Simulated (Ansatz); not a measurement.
Relaxation of Cr(NH2)2 (CrN2H4) with UKS PBE0-D4/def2-TZVP.

```sh
$ ansatz run in.yaml --threads 2 --pin off --events-out ev --progress --plain --max-ram 4352MiB
```

```yaml
crystal:
  periodic: [false, false, false]
  atoms:
    - {symbol: Cr, position_ang: [0.001470, -0.002630, -0.000030]}
    - {symbol: N, position_ang: [0.000260, -0.016140, 1.818900]}
    - {symbol: H, position_ang: [0.613010, 0.511990, 2.441500]}
    - {symbol: H, position_ang: [-0.612760, -0.552960, 2.434250]}
    - {symbol: N, position_ang: [0.000740, 0.014070, -1.818870]}
    - {symbol: H, position_ang: [0.610300, 0.556640, -2.432460]}
    - {symbol: H, position_ang: [-0.613030, -0.510980, -2.443300]}
basis:
  gaussian: {orbitals: def2-TZVP}
magnetization: {spin_polarized: true, initial_magnetization: 4}
hamiltonian: {xc: pbe0, dispersion: d4}
scf: {lower_state_search: "off"}
output: {orbitals: {seedname: orbitals}}
relax: {f_tol: 0.02, max_steps: 100}
```

It took 59 s on 2 threads of Intel Xeon Platinum 8375C on a shared host.

Positions (Å) and forces (eV/Å) at steps 1, 2, 3, 4, 5, 6, 7, 8, 9, 10, 11, 12, 13, 14 of 14:

```xyz
7
step=1 energy=-31459.4234 eV
Cr    0.001   -0.003    0.000    0.003   -0.007    0.001
N     0.000   -0.016    1.819   -0.007   -0.020    1.846
H     0.613    0.512    2.442   -0.157   -0.132   -0.241
H    -0.613   -0.553    2.434    0.163    0.144   -0.249
N     0.001    0.014   -1.819   -0.006    0.028   -1.849
H     0.610    0.557   -2.432   -0.157   -0.146    0.244
H    -0.613   -0.511   -2.443    0.161    0.133    0.247
7
step=2 energy=-31459.4880 eV
Cr   -0.006    0.006    0.000   -0.035    0.039    0.005
N     0.003   -0.020    1.852   -0.005   -0.001    0.771
H     0.609    0.514    2.468   -0.022   -0.038   -0.123
H    -0.605   -0.559    2.461    0.036    0.026   -0.125
N    -0.019    0.037   -1.852    0.118   -0.094   -0.831
H     0.624    0.539   -2.460   -0.102   -0.007    0.158
H    -0.606   -0.516   -2.470    0.010    0.075    0.144
7
step=3 energy=-31459.4900 eV
Cr   -0.013    0.002   -0.001   -0.022    0.047    0.061
N     0.004   -0.020    1.853   -0.006    0.009    0.671
H     0.613    0.515    2.465   -0.033   -0.050   -0.104
H    -0.605   -0.558    2.461    0.039    0.023   -0.088
N    -0.019    0.037   -1.852    0.104   -0.101   -0.779
H     0.625    0.542   -2.454   -0.097   -0.006    0.124
H    -0.605   -0.516   -2.471    0.014    0.078    0.115
7
step=4 energy=-31459.3531 eV rejected
Cr    0.059   -0.061    0.006    0.230   -0.294    0.006
N     0.021   -0.041    1.896   -0.174    0.120   -0.147
H     0.583    0.537    2.507    0.106    0.046   -0.039
H    -0.642   -0.516    2.497   -0.003   -0.065   -0.096
N     0.103   -0.105   -1.889   -0.864    1.275   -1.838
H     0.548    0.630   -2.506   -0.327   -1.176    1.113
H    -0.673   -0.444   -2.512    1.033    0.093    1.002
7
step=5 energy=-31459.4983 eV
Cr    0.007   -0.010    0.000   -0.003   -0.001   -0.005
N     0.002   -0.018    1.878    0.001   -0.004   -0.003
H     0.658    0.461    2.482   -0.054    0.029   -0.004
H    -0.660   -0.500    2.474    0.053   -0.025   -0.004
N    -0.002    0.015   -1.877    0.036    0.026   -0.001
H     0.563    0.612   -2.470    0.002   -0.071    0.020
H    -0.570   -0.561   -2.485   -0.034    0.046   -0.002
7
step=6 energy=-31459.5071 eV
Cr    0.082   -0.076   -0.001    0.026   -0.030    0.008
N     0.017   -0.034    1.875   -0.031    0.003    0.046
H     0.596    0.529    2.486   -0.031   -0.014   -0.026
H    -0.651   -0.521    2.461    0.052    0.027   -0.037
N     0.018    0.002   -1.875    0.097    0.124   -0.024
H     0.575    0.594   -2.482   -0.055   -0.076    0.087
H    -0.636   -0.493   -2.464   -0.059   -0.035   -0.053
7
step=7 energy=-31459.5070 eV rejected
Cr    0.180   -0.190   -0.004    0.036    0.002    0.046
N     0.038   -0.058    1.867    0.169    0.305    0.294
H     0.542    0.592    2.477   -0.234   -0.341   -0.355
H    -0.668   -0.505    2.444    0.055    0.039   -0.079
N     0.043   -0.017   -1.870   -0.257   -0.112   -0.130
H     0.557    0.612   -2.474    0.009    0.007    0.054
H    -0.692   -0.434   -2.440    0.222    0.101    0.170
7
step=8 energy=-31459.5098 eV
Cr    0.131   -0.133   -0.002    0.034   -0.025    0.020
N     0.026   -0.045    1.870    0.048    0.095    0.131
H     0.568    0.562    2.481   -0.103   -0.118   -0.130
H    -0.657   -0.516    2.453    0.043    0.038   -0.042
N     0.029   -0.008   -1.872   -0.027    0.027   -0.065
H     0.569    0.601   -2.476   -0.033   -0.034    0.064
H    -0.666   -0.461   -2.453    0.037    0.018    0.024
7
step=9 energy=-31459.5133 eV
Cr    0.175   -0.194   -0.003    0.021   -0.010    0.008
N     0.034   -0.054    1.864    0.047    0.082    0.110
H     0.555    0.579    2.463   -0.074   -0.090   -0.117
H    -0.672   -0.492    2.444    0.019    0.014   -0.040
N     0.035   -0.018   -1.865   -0.085   -0.038   -0.053
H     0.551    0.624   -2.454    0.006    0.005    0.026
H    -0.677   -0.445   -2.449    0.065    0.038    0.067
7
step=10 energy=-31459.5150 eV
Cr    0.243   -0.281   -0.003   -0.010    0.005   -0.010
N     0.049   -0.073    1.853   -0.045    0.041    0.075
H     0.527    0.613    2.428   -0.010   -0.054   -0.082
H    -0.692   -0.463    2.426    0.060    0.011   -0.094
N     0.048   -0.041   -1.856   -0.101    0.035   -0.101
H     0.528    0.655   -2.416   -0.017   -0.065    0.081
H    -0.703   -0.410   -2.433    0.122    0.027    0.130
7
step=11 energy=-31459.5163 eV
Cr    0.265   -0.306   -0.003   -0.032    0.030   -0.007
N     0.050   -0.074    1.848    0.000   -0.008   -0.052
H     0.524    0.622    2.412   -0.026   -0.034   -0.020
H    -0.701   -0.458    2.409    0.042    0.028   -0.031
N     0.048   -0.041   -1.850   -0.040   -0.014    0.030
H     0.524    0.664   -2.400   -0.035   -0.044    0.021
H    -0.711   -0.406   -2.416    0.091    0.043    0.059
7
step=12 energy=-31459.5166 eV
Cr    0.269   -0.311   -0.003   -0.034    0.033   -0.006
N     0.049   -0.072    1.844    0.003   -0.011    0.005
H     0.523    0.621    2.410   -0.026   -0.032   -0.032
H    -0.702   -0.456    2.406    0.040    0.027   -0.041
N     0.047   -0.040   -1.846   -0.030   -0.015   -0.023
H     0.523    0.664   -2.399   -0.034   -0.041    0.033
H    -0.710   -0.406   -2.413    0.081    0.040    0.064
7
step=13 energy=-31459.5169 eV
Cr    0.264   -0.302   -0.003    0.008   -0.011    0.001
N     0.051   -0.074    1.843   -0.012    0.003    0.013
H     0.533    0.610    2.413   -0.010    0.001   -0.002
H    -0.710   -0.446    2.397    0.015   -0.002    0.005
N     0.048   -0.040   -1.844   -0.003    0.012   -0.017
H     0.513    0.671   -2.395    0.000   -0.014   -0.006
H    -0.699   -0.420   -2.411    0.003    0.010    0.004
7
step=14 energy=-31459.5170 eV
Cr    0.262   -0.299   -0.003    0.011   -0.012    0.001
N     0.052   -0.073    1.843   -0.005    0.013    0.019
H     0.519    0.623    2.409    0.000   -0.011    0.004
H    -0.697   -0.463    2.402    0.000    0.006    0.005
N     0.047   -0.038   -1.843    0.001    0.004   -0.015
H     0.528    0.655   -2.401   -0.008    0.003   -0.002
H    -0.710   -0.405   -2.406    0.000   -0.003   -0.011
```
